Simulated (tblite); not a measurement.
Species: C6H9PS.
Structure used (GFN2-xTB), in Å, numbered top down from 1:
```
atom  x, y, z in Å
C1    -1.1274    2.4662    0.3474
C2    -0.9840    1.3142    0.0330
P3    -0.6904   -0.2816   -0.6826
C4    -2.2603   -1.1609   -0.3314
S5    -0.2093   -0.2291   -2.5649
C6     0.4883   -1.0941    0.4318
C7     1.7138   -0.6429    0.6707
C8     2.2711    0.6190    0.1239
H9    -1.2768    3.4536    0.6766
H10   -2.1650   -2.1855   -0.6930
H11   -3.0597   -0.6669   -0.8838
H12   -2.4843   -1.1533    0.7336
H13    0.1423   -2.0341    0.8441
H14    2.3736   -1.2128    1.3157
H15    1.5965    1.0521   -0.6134
H16    2.4287    1.3394    0.9271
H17    3.2359    0.4287   -0.3448
```

All values are computed: GFN2-xTB (tblite) harmonic vibrations without scaling, gas phase. This tight-binding method is rough: wavenumbers can miss measured ones by several per cent, in bad cases by 10 to 20. One conformer, not necessarily the lowest.

Harmonic wavenumbers (cm⁻¹): 56.8, 84.8, 106.7, 129.0, 135.1, 174.1, 181.6, 204.5, 233.5, 312.1, 331.3, 394.7, 516.6, 592.3, 654.4, 664.5, 680.9, 716.3, 734.0, 771.5, 850.4, 866.2, 904.0, 981.7, 1030.8, 1063.5, 1207.0, 1300.6, 1304.2, 1395.9, 1412.7, 1426.7, 1448.9, 1461.5, 1671.0, 2188.5, 2986.2, 2996.6, 2996.8, 3006.7, 3015.8, 3018.4, 3024.3, 3038.6, 3364.3.

A = 1534, B = 1239, C = 1083 MHz; mass 144.016 u (most abundant isotopes); point group C1, symmetry number 1.

Q: What is the zero-point energy?

A: Half the sum of the wavenumbers: 27818 cm⁻¹ = 79.54 kcal/mol.

Q: What is S at 298.15 K and 1 bar for an ideal gas of classical rigid rotors and harmonic oscillators?

A: Translation 40.83, rotation 29.44, vibration 33.55: S = 103.8 cal/(mol K).

Q: And Cp and H(298.15 K) − H(0)?

A: Cp = 40.68 cal/(mol K), of which vibrations give 32.73 (their classical limit is 45 R = 89.4); H(298.15 K) − H(0) = 7.65 kcal/mol without the zero-point energy, 5.28 from vibrations.

Q: Blend soft modes into free rotors: weight 1/[1 + (100 cm⁻¹/ν̃)⁴] for the oscillator and the rest for a rotor with moment μB/(μ + B), μ = h/(8π²ν), B = 10⁻⁴⁴ kg m². What vibrational entropy results?

A: 31.62 cal/(mol K) in place of 33.55, which changes −T·S at 298.15 K by +0.58 kcal/mol.

Q: What must be added to the electronic energy to get the Gibbs energy at 298.15 K and 1 bar?

A: ZPE + [H(298.15 K) − H(0)] − T·S = 79.54 + 7.65 − 30.95 = 56.24 kcal/mol.

Q: Which modes carry the vibrational entropy at 298.15 K?

A: 56.8 cm⁻¹: 4.57; 84.8 cm⁻¹: 3.78; 106.7 cm⁻¹: 3.33; 129.0 cm⁻¹: 2.96; 135.1 cm⁻¹: 2.87; 174.1 cm⁻¹: 2.39 cal/(mol K); the other 39 give 13.66 together.

Hindered rotation and anharmonicity are outside this model. Other conformers, if any are populated, would add a mixing term that is left out. The structure is chiral; the term R ln 2 for an equal mix with its mirror image is left out.
